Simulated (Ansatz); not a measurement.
NiP, multiplicity 6 (lowest of 2S+1 = 2, 4, 6 at CCSD(T)/def2-TZVPP on PBE0 minima; our sources give no spin for the ground state, which may be another), most abundant isotopes (57.9353 and 30.9738 u). Constants from fifth-degree fits in 1/R to seven points on the lowest solution found; no spin–orbit coupling, no relativity up to Kr; ω_e x_e and α_e move by some per cent with the fit.

Correlated levels freeze the inner cores; with def2 sets outer-core shells near the valence are correlated too.

Programs: Ansatz (Gaussian orbitals). Values without a source in brackets are computed.

```csv
level,r_e (Å),ω_e (cm⁻¹),ω_e x_e (cm⁻¹),α_e (cm⁻¹)
PBE/def2-TZVPP,2.2660,273.4,2.35,0.00163
CCSD(T)/def2-TZVPP,2.3402,273.3,2.20,0.00113
```

**Question.** Derive the rotational constants, the centrifugal constant, the fundamental, the zero-point energy and the force constant.

**Answer.** 
μ = 20.18326 u.
- PBE/def2-TZVPP: B_e = 16.8576/(μ r_e²) = 0.16266 cm⁻¹; B₀ = B_e − α_e/2 = 0.16185 cm⁻¹; D = 4B_e³/ω_e² = 2.30e-07 cm⁻¹; fundamental ω_e − 2ω_e x_e = 269 cm⁻¹; zero-point energy ω_e/2 − ω_e x_e/4 = 136 cm⁻¹; k = μ(2πcω_e)² = 88.9 N/m
- CCSD(T)/def2-TZVPP: B_e = 16.8576/(μ r_e²) = 0.15252 cm⁻¹; B₀ = B_e − α_e/2 = 0.15195 cm⁻¹; D = 4B_e³/ω_e² = 1.90e-07 cm⁻¹; fundamental ω_e − 2ω_e x_e = 269 cm⁻¹; zero-point energy ω_e/2 − ω_e x_e/4 = 136 cm⁻¹; k = μ(2πcω_e)² = 88.8 N/m

Doubts at one or more of the structures used: T1 above 0.05 (CCSD(T)/def2-TZVPP).

Ansatz is a first-principles code.
